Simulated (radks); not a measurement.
Values are calculated unless marked as measured or tabulated.
Problem. Ionisation ladder of gallium, from Ga IV to Ga XIII. Each ion is in the ground configuration listed by NIST, and IE = E(next ion) - E(this ion). Level of theory: scalar-relativistic Kohn-Sham, LDA (Slater exchange, Perdew-Wang correlation), spin-polarised, spherical densities, point nucleus; open shells are filled with parallel spins first (a radial shooting solver on a logarithmic mesh with Libxc functionals).

| species | configuration | IE, Delta-SCF (eV) | -e(HOMO) (eV) | HOMO | <r> HOMO (bohr) |
|---|---|---|---|---|---|
| Ga IV | [Ar] 3d10 | 63.921 | 52.850 | 3d | 0.787 |
| Ga V | [Ar] 3d9 | ? | 75.412 | 3d down | 0.746 |
| Ga VI | [Ar] 3d8 | 113.52 | 100.26 | 3d down | 0.712 |
| Ga VII | [Ar] 3d7 | ? | 127.13 | 3d down | 0.682 |
| Ga VIII | [Ar] 3d6 | 170.86 | 155.83 | 3d down | 0.656 |
| Ga IX | [Ar] 3d5 | 211.40 | 194.87 | 3d up | 0.623 |
| Ga X | [Ar] 3d4 | 245.62 | 228.27 | 3d up | 0.603 |
| Ga XI | [Ar] 3d3 | ? | 263.30 | 3d up | 0.585 |
| Ga XII | [Ar] 3d2 | ? | 299.87 | 3d up | 0.568 |
| Ga XIII | [Ar] 3d1 | 357.43 | 337.90 | 3d up | 0.552 |

Estimate the withheld Delta-SCF values.

Solution. Ga V: 87.646 eV (NIST 86.0); Ga VII: 141.32 eV (NIST 141); Ga XI: 281.43 eV (NIST 280); Ga XII: 318.73 eV (NIST 319).
